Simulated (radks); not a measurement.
Q: These are the eigenvalues of the occupied orbitals of an atom or ion with whole-number occupations (Ry). Method: Dirac Kohn-Sham, PBE, spin-unpolarised, spherical densities, finite nucleus; Fermi nuclear charge, rms radius of each element as measured or else 0.836 A^(1/3) + 0.57 fm; computed with a radial shooting solver on a logarithmic mesh with Libxc functionals.

orbital  eigenvalue
1s1/2     -4803.960
2s1/2     -832.1708
2p1/2     -795.5413
2p3/2     -707.9401
3s1/2     -199.9061
3p1/2     -183.6315
3p3/2     -164.8549
3d3/2     -137.2553
3d5/2     -133.1597
4s1/2     -50.73902
4p1/2     -44.05238
4p3/2     -39.71208
4d3/2     -28.68821
4d5/2     -27.88351
5s1/2     -16.49997
5p1/2     -14.30151
4f5/2     -14.11811
4f7/2     -13.97067

Which element is it, and in what charge state? The configuration may be excited. Open shells, if any, fill j = l - 1/2 first.

A: Z = 72, hafnium, charge +10: Hf10+ in [Kr] 4d10 4f12 5s2 5p2. The list shows which subshells hold electrons but not how many an open one holds; the 1s level, -2402 hartree, gives Z - s = 69.3 by -(Z - s)^2/2, which with screening and relativity narrows Z to a few neighbours, and the depths of the outer levels then fix element, charge and occupations together.
